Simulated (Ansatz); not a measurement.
Mulliken charges of Cl2GeHO (`[OH][Ge]([Cl])[Cl]`) radical from ωB97M-V/def2-TZVPP in Ansatz (PBE0-D4/def2-TZVP geometry).

```tsv
atom	x (Å)	y (Å)	z (Å)	charge (e)
O1	-0.072	1.282	-0.199	-0.364
Ge2	-0.435	-0.337	0.413	0.671
Cl3	1.440	-1.392	0.675	-0.255
Cl4	-1.614	-1.269	-1.120	-0.232
H5	0.732	1.643	0.189	0.180
```

**Question.** By hand: the dipole of these point charges (1 e Å = 4.8032 D).

**Answer.** Σ q r = (-0.127, 0.252, 0.471) e Å, of length 0.549 e Å = 2.64 D.

**Question.** How does the dipole of the full density compare? (Estimate.)

**Answer.** Ansatz gave: (0.089, 0.218, 0.335) e Å, 1.97 D; the point charges give 1.34 times that, at 26° from its direction.

Point charges leave out the atoms' own dipoles, such as those of lone pairs, and Mulliken's split depends on the basis, so the two needn't agree.
